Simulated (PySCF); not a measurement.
YCl₂, SMILES [Cl][Y+][Cl], charge +1.

The structure is a stationary point at B3LYP-D3(BJ)/def2-TZVP. The multiplicity is an assumed one; other spin states were not compared. The isomer is the one that the SMILES or the coordinates give; other isomers of the formula were not compared. The def2 effective core potentials stand for the cores of Y; spin–orbit coupling is left out.

These are TDA-PBE/def2-SVPD run with PySCF 2.14.0 values and carry that method's errors.

Vertical excitations. The molecule is in vacuum. State labels are in the subgroup C2v.

Computed lowest excited states:
```json
[
 {"state": "S1", "symmetry": "B2", "energy (eV)": "3.77", "λ (nm)": "329", "f": "0.004", "main pairs": "HOMO→LUMO 100 %"},
 {"state": "S2", "symmetry": "B1", "energy (eV)": "4.15", "λ (nm)": "299", "f": "0.017", "main pairs": "HOMO−1→LUMO 99 %"},
 {"state": "S3", "symmetry": "A2", "energy (eV)": "4.21", "λ (nm)": "294", "f": "0.000", "main pairs": "HOMO→LUMO+1 72 %, HOMO−2→LUMO 28 %"},
 {"state": "S4", "symmetry": "A2", "energy (eV)": "4.25", "λ (nm)": "292", "f": "0.000", "main pairs": "HOMO−2→LUMO 72 %, HOMO→LUMO+1 28 %"},
 {"state": "S5", "symmetry": "A1", "energy (eV)": "4.28", "λ (nm)": "290", "f": "0.000", "main pairs": "HOMO−3→LUMO 100 %"},
 {"state": "S6", "symmetry": "B2", "energy (eV)": "4.49", "λ (nm)": "276", "f": "0.011", "main pairs": "HOMO→LUMO+2 89 %"},
 {"state": "S7", "symmetry": "A1", "energy (eV)": "4.64", "λ (nm)": "267", "f": "0.000", "main pairs": "HOMO−1→LUMO+1 85 %"},
 {"state": "S8", "symmetry": "B1", "energy (eV)": "4.72", "λ (nm)": "263", "f": "0.002", "main pairs": "HOMO−3→LUMO+1 50 %, HOMO−1→LUMO+2 36 %, HOMO→LUMO+3 13 %"},
 {"state": "S9", "symmetry": "B2", "energy (eV)": "4.74", "λ (nm)": "261", "f": "0.016", "main pairs": "HOMO−2→LUMO+1 53 %, HOMO−4→LUMO 35 %"},
 {"state": "S10", "symmetry": "B1", "energy (eV)": "4.75", "λ (nm)": "261", "f": "0.001", "main pairs": "HOMO−3→LUMO+1 49 %, HOMO−1→LUMO+2 39 %, HOMO→LUMO+3 12 %"},
 {"state": "T1", "symmetry": "B2", "energy (eV)": "3.75", "λ (nm)": "331", "f": "0", "main pairs": "HOMO→LUMO 100 %"},
 {"state": "T2", "symmetry": "B1", "energy (eV)": "4.04", "λ (nm)": "307", "f": "0", "main pairs": "HOMO−1→LUMO 100 %"},
 {"state": "T3", "symmetry": "A2", "energy (eV)": "4.13", "λ (nm)": "300", "f": "0", "main pairs": "HOMO−2→LUMO 93 %"},
 {"state": "T4", "symmetry": "A2", "energy (eV)": "4.17", "λ (nm)": "297", "f": "0", "main pairs": "HOMO→LUMO+1 93 %"}
]
```
Triplets are in the Tamm–Dancoff approximation.
